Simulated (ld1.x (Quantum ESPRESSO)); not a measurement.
# An odd input for ld1.x (Quantum ESPRESSO) 7.5 (Ni (Z = 28))

Command:

```bash
ld1.x < Ni.in > Ni.out
```

Input:

```
&input
   title='Ni', zed=28., rel=1, dft='PBE', iswitch=3,
   config='[Ar] 3d8 4s1 4p1',
   nld=3, rlderiv=2.55, eminld=-3.0, emaxld=5.0, deld=0.02
 /
 &inputp
   pseudotype=2, tm=.true., lloc=2,
   nlcc=.true.,
   file_pseudopw='Ni.UPF', file_wfcaegen='ae.wfc', file_wfcncgen='nc.wfc', file_beta='beta', file_chi='chi'
 /
3
4S  1  0   1.00   0.00  2.20  2.20  0.0
3D  3  2   8.00   0.00  1.65  1.65  0.0
4P  2  1   1.00   0.00  2.35  2.35  0.0
 &test
   configts(1)='3d8 4s1 4p1'
 /
```

This is an input that runs to its end, with one change: lloc set to 2 without reordering the list of waves. The unchanged file is no sound one. Note: ghost state, extra bound levels that the all-electron valence spectrum of the same l lacks: s at -57.9 eV. A true bound ghost makes a file unfit for plane-wave use.

Task: How does the run end?

Result: The program refuses the input: "ld1_setup: mismatch between lloc and l of the wavefunction chosen for local potential".

```
Program LD1 v.7.5

 %%%%%%%%%%%%%%%%%%%%%%%%%%%%%%%%%%%%%%%%%%%%%%%%%%%%%%%%%%%%%%%%%%%%%%%%%%%%%%
     Error in routine ld1_setup (3):
     mismatch between lloc and l of the wavefunction chosen for local potential
 %%%%%%%%%%%%%%%%%%%%%%%%%%%%%%%%%%%%%%%%%%%%%%%%%%%%%%%%%%%%%%%%%%%%%%%%%%%%%%

     stopping ...
```
